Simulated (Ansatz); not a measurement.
Geometry optimisation, RHF/def2-SVPD (Ansatz 0.2.0).

The input (input.yaml):

```yaml
crystal:
  periodic: [false, false, false]
  atoms:
    - { symbol: O, position_ang: [-1.1882, 2.0599, -0.1425] }
    - { symbol: Al, position_ang: [-0.1168, 0.9751, 0.7572] }
    - { symbol: C, position_ang: [0.0294, -0.9201, 0.1768] }
    - { symbol: S, position_ang: [0.7266, -0.9723, -1.5277] }
    - { symbol: H, position_ang: [-0.6693, 2.483, -0.8877] }
    - { symbol: H, position_ang: [0.7347, 1.5391, 1.9947] }
    - { symbol: H, position_ang: [0.8136, -1.4357, 0.8576] }
    - { symbol: H, position_ang: [-0.8886, -1.4017, 0.2558] }
    - { symbol: H, position_ang: [0.647, -2.3736, -1.5013] }
basis:
  gaussian: { orbitals: def2-SVPD }
hamiltonian:
  xc: hf
relax:
  f_tol: 0.015
  max_steps: 40
```

Command:

```bash
$ ansatz run input.yaml --threads 2 --pin off --max-ram 3072MiB --backend cpu --events-out ev --progress --plain --runs-dir out
```

Problem. Where does it end, and by what steps?

Solution. The forces met the threshold. The force dipped under the threshold on the way, but the program's further checks kept it going. After 26 steps the energy has fallen by 0.750 eV; H6 moved furthest, 0.94 Å.

```json
{"step": "0", "energy less start (eV)": "0.0000", "largest force component (eV/Å)": "3.598", "accepted": "yes"}
{"step": "1", "energy less start (eV)": "-0.4187", "largest force component (eV/Å)": "1.396", "accepted": "yes"}
{"step": "2", "energy less start (eV)": "-0.5069", "largest force component (eV/Å)": "0.936", "accepted": "yes"}
{"step": "3", "energy less start (eV)": "-0.6220", "largest force component (eV/Å)": "0.528", "accepted": "yes"}
{"step": "4", "energy less start (eV)": "-0.6126", "largest force component (eV/Å)": "1.677", "accepted": "no"}
{"step": "5", "energy less start (eV)": "-0.6792", "largest force component (eV/Å)": "0.432", "accepted": "yes"}
{"step": "6", "energy less start (eV)": "-0.7125", "largest force component (eV/Å)": "0.409", "accepted": "yes"}
{"step": "7", "energy less start (eV)": "-0.7383", "largest force component (eV/Å)": "0.041", "accepted": "yes"}
{"step": "8", "energy less start (eV)": "-0.7387", "largest force component (eV/Å)": "0.040", "accepted": "yes"}
{"step": "9", "energy less start (eV)": "-0.7378", "largest force component (eV/Å)": "0.636", "accepted": "no"}
{"step": "10", "energy less start (eV)": "-0.7411", "largest force component (eV/Å)": "0.099", "accepted": "yes"}
{"step": "11", "energy less start (eV)": "-0.7400", "largest force component (eV/Å)": "0.168", "accepted": "no"}
{"step": "12", "energy less start (eV)": "-0.7433", "largest force component (eV/Å)": "0.038", "accepted": "yes"}
{"step": "13", "energy less start (eV)": "-0.7447", "largest force component (eV/Å)": "0.043", "accepted": "yes"}
{"step": "14", "energy less start (eV)": "-0.7459", "largest force component (eV/Å)": "0.120", "accepted": "yes"}
{"step": "15", "energy less start (eV)": "-0.7467", "largest force component (eV/Å)": "0.099", "accepted": "yes"}
{"step": "16", "energy less start (eV)": "-0.7481", "largest force component (eV/Å)": "0.090", "accepted": "yes"}
{"step": "17", "energy less start (eV)": "-0.7433", "largest force component (eV/Å)": "0.221", "accepted": "no"}
{"step": "18", "energy less start (eV)": "-0.7207", "largest force component (eV/Å)": "0.652", "accepted": "no"}
{"step": "19", "energy less start (eV)": "-0.7491", "largest force component (eV/Å)": "0.022", "accepted": "yes"}
{"step": "20", "energy less start (eV)": "-0.7497", "largest force component (eV/Å)": "0.031", "accepted": "yes"}
{"step": "21", "energy less start (eV)": "-0.7499", "largest force component (eV/Å)": "0.041", "accepted": "yes"}
{"step": "22", "energy less start (eV)": "-0.7500", "largest force component (eV/Å)": "0.023", "accepted": "yes"}
{"step": "23", "energy less start (eV)": "-0.7501", "largest force component (eV/Å)": "0.013", "accepted": "yes"}
{"step": "24", "energy less start (eV)": "-0.7501", "largest force component (eV/Å)": "0.030", "accepted": "no"}
{"step": "25", "energy less start (eV)": "-0.7501", "largest force component (eV/Å)": "0.011", "accepted": "yes"}
{"step": "26", "energy less start (eV)": "-0.7502", "largest force component (eV/Å)": "0.010", "accepted": "yes"}
```

```xyz
9
Properties=species:S:1:pos:R:3
O -0.499 2.246 -0.253
Al -0.146 0.996 0.839
C 0.211 -0.851 0.227
S 0.113 -1.022 -1.581
H -0.566 2.233 -1.190
H -0.108 1.348 2.370
H 1.203 -1.150 0.575
H -0.508 -1.523 0.703
H 0.388 -2.324 -1.707
```

Time of the run: 57 s on 2 threads of Arm Neoverse V2, with other jobs on the host, peak memory 0.3 GiB.
